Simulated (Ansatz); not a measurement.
Consider the ligand exchange at a Ga–O bond: `[OH][GaH][SeH]` + NH₃ → `[NH2][GaH][SeH]` + H₂O.

Isolated molecules relaxed with PBE0-D4/def2-TZVP in Ansatz; ΔE leaves out vibrations. CBS: MP2 limit from def2 TZ/QZ plus the TZ coupled-cluster correction, frozen cores. This one scheme is used for every species. For Ga, Se outer-core shells are correlated without core-valence functions, which leaves a few kJ/mol of doubt a bond. Scalar relativity is left out up to krypton. One conformer a species, not always the lowest.

`[OH][GaH][SeH]`:

Cartesian coordinates in Å:
```
O 0.212 -0.942 1.265
Ga -0.362 -0.614 -0.389
Se -0.048 1.502 -1.308
H 0.636 -0.200 1.700
H -1.057 -1.761 -1.165
H 0.618 2.015 -0.103
```

NH₃:

```xyz
4

N    -0.254    0.043    0.114
H     0.490    0.218    0.778
H    -0.144   -0.910   -0.212
H    -0.092    0.649   -0.681
```

`[NH2][GaH][SeH]`:

Z-matrix (Å, degrees):
```
N
Ga 1 1.809
H 1 1.005 2 123.5
H 1 1.005 2 124.2 3 -179.7
Se 2 2.330 1 115.0 3 -179.9
H 2 1.554 1 121.8 3 0.0
H 5 1.467 2 92.2 1 -179.2
```

H₂O:

Cartesian coordinates in Å:
```
O 0.163 -0.316 -0.159
H -0.159 0.465 -0.613
H -0.004 -0.150 0.772
```

```tsv
species	CCSD(T)/CBS(def2) energy (Eh)
`[OH][GaH][SeH]`	-4401.68747
NH₃	-56.50880
`[NH2][GaH][SeH]`	-4381.81164
H₂O	-76.37941
```

Task: Work out ΔE.

Result: ΔE = (-4381.81164) + (-76.37941) − (-4401.68747) − (-56.50880) = 0.00522 Eh = +13.7 kJ/mol.

Task: What do rigid-rotor, harmonic-oscillator terms from PBE0-D4/def2-TZVP frequencies (298.15 K, 1 bar) make of the CCSD(T)/CBS value? (Best estimate.)

Result: Computed: ΔZPE = -3.5 kJ/mol, ΔH = +11.7 kJ/mol, ΔS = 7 J/(mol·K), ΔG = +9.8 kJ/mol.

Largest T1 diagnostic among the species: 0.013.

From PBE to PBE0 (25 % exact exchange), in def2-TZVPP and without D4, ΔE moves by −3.9 kJ/mol. Leaving LDA and LC-ωPBE aside and taking each functional with its dispersion term where it has one, the values, not all of them listed here, spread over 9.5 kJ/mol, from PBE-QIDH to B97M-V. LDA lies −7.4 kJ/mol from PBE without D4.
